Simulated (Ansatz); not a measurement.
Geometry optimisation, Ansatz 0.2.0, DFT PBE, scalar-relativistic, plane waves, PAW.

Input file:

```yaml
crystal:
  lattice:
    - [8.1, 0.0, 0.0]
    - [0.0, 8.1, 0.0]
    - [0.0, 0.0, 8.1]
  atoms:
    - { symbol: Al, position: [0.5, 0.0, 0.0] }
    - { symbol: Al, position: [0.75, 0.25, 0.0] }
    - { symbol: Al, position: [0.75, 0.0, 0.25] }
    - { symbol: Al, position: [0.0, 0.0, 0.0] }
    - { symbol: Al, position: [0.25, 0.25, 0.0] }
    - { symbol: Al, position: [0.5, 0.5, 0.0] }
    - { symbol: Al, position: [0.75, 0.75, 0.0] }
    - { symbol: Al, position: [0.25, 0.0, 0.25] }
    - { symbol: Al, position: [0.5, 0.25, 0.25] }
    - { symbol: Al, position: [0.75, 0.5, 0.25] }
    - { symbol: Al, position: [0.5, 0.0, 0.5] }
    - { symbol: Al, position: [0.75, 0.25, 0.5] }
    - { symbol: Al, position: [0.75, 0.0, 0.75] }
    - { symbol: Al, position: [0.0, 0.5, 0.0] }
    - { symbol: Al, position: [0.25, 0.75, 0.0] }
    - { symbol: Al, position: [0.0, 0.25, 0.25] }
    - { symbol: Al, position: [0.25, 0.5, 0.25] }
    - { symbol: Al, position: [0.5, 0.75, 0.25] }
    - { symbol: Al, position: [0.0, 0.0, 0.5] }
    - { symbol: Al, position: [0.25, 0.25, 0.5] }
    - { symbol: Al, position: [0.5, 0.5, 0.5] }
    - { symbol: Al, position: [0.75, 0.75, 0.5] }
    - { symbol: Al, position: [0.25, 0.0, 0.75] }
    - { symbol: Al, position: [0.5, 0.25, 0.75] }
    - { symbol: Al, position: [0.75, 0.5, 0.75] }
    - { symbol: Al, position: [0.0, 0.75, 0.25] }
    - { symbol: Al, position: [0.0, 0.5, 0.5] }
    - { symbol: Al, position: [0.25, 0.75, 0.5] }
    - { symbol: Al, position: [0.0, 0.25, 0.75] }
    - { symbol: Al, position: [0.25, 0.5, 0.75] }
    - { symbol: Al, position: [0.5, 0.75, 0.75] }
    - { symbol: Al, position: [0.0, 0.75, 0.75] }
    - { symbol: Li, position: [0.000944, 0.7578729, 0.4966382] }
basis:
  ecutwfc: 420.0
kpoints:
  mp_grid: { grid: [2, 2, 2] }
hamiltonian:
  xc: pbe
scf:
  occupations: { method: gaussian, width: 0.05 }
  lower_state_search: "off"
relax:
  f_tol: 0.03
  max_steps: 60
  adjacent_minimum: "off"
```

Command:

```bash
$ ansatz run input.yaml --threads 2 --pin off --max-ram 5120MiB --backend cpu --events-out ev --progress --plain --runs-dir out
```

Q: Where does it end, and by what steps?

A: It converged. The force dipped under the threshold on the way, but the program's further checks kept it going. Limits of this set-up: coarse k mesh. After 7 steps the energy has fallen by 2.287 eV; Al19 moved furthest, 0.37 Å.

| step | energy less start (eV) | largest force component (eV/Å) | accepted |
| --- | --- | --- | --- |
| 0 | 0.0000 | 3.131 | yes |
| 1 | -1.2646 | 1.985 | yes |
| 2 | -2.1283 | 0.296 | yes |
| 3 | -2.2200 | 0.127 | yes |
| 4 | -2.2844 | 0.082 | yes |
| 5 | -2.2851 | 0.062 | yes |
| 6 | -2.2875 | 0.010 | yes |
| 7 | -2.2875 | 0.010 | yes |

```xyz
33
Lattice="8.1000 0.0000 0.0000 0.0000 8.1000 0.0000 0.0000 0.0000 8.1000" Properties=species:S:1:pos:R:3
Al 4.050 0.028 0.000
Al 6.047 2.025 0.000
Al 6.086 -0.010 2.035
Al 0.000 0.104 -0.002
Al 2.053 2.025 0.000
Al 4.050 4.023 0.000
Al 5.972 6.077 -0.002
Al 2.014 -0.010 2.036
Al 4.050 2.025 1.997
Al 6.082 4.059 2.031
Al 4.051 0.104 4.049
Al 5.972 2.030 4.049
Al 6.085 -0.008 6.065
Al 0.000 3.948 -0.002
Al 2.128 6.077 -0.002
Al 0.000 2.030 1.921
Al 2.018 4.059 2.031
Al 4.051 6.077 1.921
Al 0.000 0.368 4.051
Al 2.128 2.030 4.049
Al 4.051 3.948 4.049
Al 5.722 6.072 4.051
Al 2.015 -0.008 6.065
Al 4.050 2.025 6.103
Al 6.080 4.057 6.069
Al 0.000 6.072 1.665
Al 0.000 3.709 4.051
Al 2.381 6.072 4.051
Al 0.000 2.031 6.178
Al 2.020 4.057 6.069
Al 4.051 6.077 6.178
Al 0.000 6.073 6.424
Li 0.002 6.091 4.043
```

Run time: 63 s on 2 threads of Arm Neoverse V1, with other jobs on the host, peak memory 1 GiB.
